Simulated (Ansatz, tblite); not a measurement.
Spin states of the cluster CaO₂⁻, each relaxed with PBE0-D4/def2-TZVPD in Ansatz. Electronic energies in the gas phase.

The xTB rows come from tblite. Correlated methods freeze 7 core orbitals; core or outer-core shells of Ca are correlated, in sets that lack core-valence functions. The structure comes from a short search, and lower isomers may exist.

Doublet geometry (D∞h within 0.1 Å):

Cartesian coordinates in Å:
```
Ca -0.0004 0.0007 0.0010
O -0.5580 -1.6505 0.9467
O 0.5584 1.6498 -0.9477
```

Quartet geometry (C2v within 0.1 Å):

```xyz
3

Ca   -0.144    0.743   -0.070
O    -0.544   -0.328    1.767
O     0.688   -0.415   -1.697
```

⟨S²⟩: doublet 0.77 at PBE0-D4/def2-TZVPD (pure 0.75), quartet 3.76 at PBE0-D4/def2-TZVPD (pure 3.75).

Run but left out: HF/STO-3G, HF/def2-TZVPD, MP2/def2-TZVPD (doublet: ⟨S²⟩ 1.63 to 1.78, where a pure state has 0.75); HF/def2-TZVPPD, MP2/def2-TZVPPD, CCSD/def2-TZVPPD, CCSD(T)/def2-TZVPPD (flagged by the program: lower state).

Only these spin states were relaxed.

| level | quartet − doublet (kJ/mol) | lowest of these | remarks |
| --- | --- | --- | --- |
| GFN1-xTB | 401.3 | doublet | – |
| GFN2-xTB | 260.6 | doublet | – |
| r2SCAN-D4/def2-TZVPD | 129.4 | doublet | HOMO above zero (doublet), HOMO above zero (quartet) |
| B97M-V/def2-TZVPD | 118.9 | doublet | HOMO above zero (doublet), HOMO above zero (quartet) |
| BHLYP-D4/def2-TZVPD | -0.7 | tie | HOMO above zero (quartet) |
| B2PLYP/def2-TZVPD | 99.5 | doublet | – |

Estimate the rows for PBE-D4/def2-TZVPD, revPBE-D4/def2-TZVPD, PBE0-D4/def2-TZVPD, PBE-QIDH/def2-TZVPD, RPA@PBE/def2-TZVPD.


```json
{"level": "PBE-D4/def2-TZVPD", "quartet − doublet (kJ/mol)": "179.8", "lowest of these": "doublet", "remarks": "HOMO above zero (doublet), HOMO above zero (quartet)"}
{"level": "revPBE-D4/def2-TZVPD", "quartet − doublet (kJ/mol)": "164.8", "lowest of these": "doublet", "remarks": "HOMO above zero (doublet), HOMO above zero (quartet)"}
{"level": "PBE0-D4/def2-TZVPD", "quartet − doublet (kJ/mol)": "86.6", "lowest of these": "doublet", "remarks": "HOMO above zero (quartet)"}
{"level": "PBE-QIDH/def2-TZVPD", "quartet − doublet (kJ/mol)": "44.5", "lowest of these": "doublet", "remarks": "–"}
{"level": "RPA@PBE/def2-TZVPD", "quartet − doublet (kJ/mol)": "94.3", "lowest of these": "doublet", "remarks": "–"}
```

The xTB methods have no term that favours high spin, so they put low spin too low.
